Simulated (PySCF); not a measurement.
**Rubidium: a sound run and one with changed settings**

Sound run: Rb [Kr] 5s1, Rb⁺ [Kr]. Calculation: PySCF 2.14, in cc-pVDZ-X2C (6s5p3d, 36 functions); scalar relativity by spin-free X2C-1e. The sound run starts from symmetry-adapted Hartree-Fock orbitals and uses a fine grid where one is needed.

A second run was set up differently.

| species | method | sound run (hartree) | changed run (hartree) | converged |
| --- | --- | --- | --- | --- |
| Rb | UHF | -2979.14283 | -2979.14283 | yes |
| Rb | B3LYP | -2981.04846 | -2971.57103 | yes |
| Rb | PBE0 | -2980.70356 | -2971.46728 | yes |
| Rb⁺ | UHF | -2979.00309 | -2979.00309 | yes |
| Rb⁺ | B3LYP | -2980.89009 | -2971.42634 | yes |
| Rb⁺ | PBE0 | -2980.54948 | -2971.32243 | yes |

Ionisation energy of Rb:

| method | sound run (eV) | changed run (eV) |
| --- | --- | --- |
| UHF | 3.803 | 3.803 |
| B3LYP | 4.310 | 3.937 |
| PBE0 | 4.193 | 3.942 |

Question: What was changed?
A. basis contracted for another Hamiltonian
B. a valence shell is frozen
C. all electrons correlated in a valence basis
D. radial grid too coarse

Answer: D. It used radial step 1.2 in ln r (0.13 in the sound run). A coarse radial grid mis-integrates the density and the exchange-correlation energy, with errors of either sign; Hartree-Fock needs no grid.
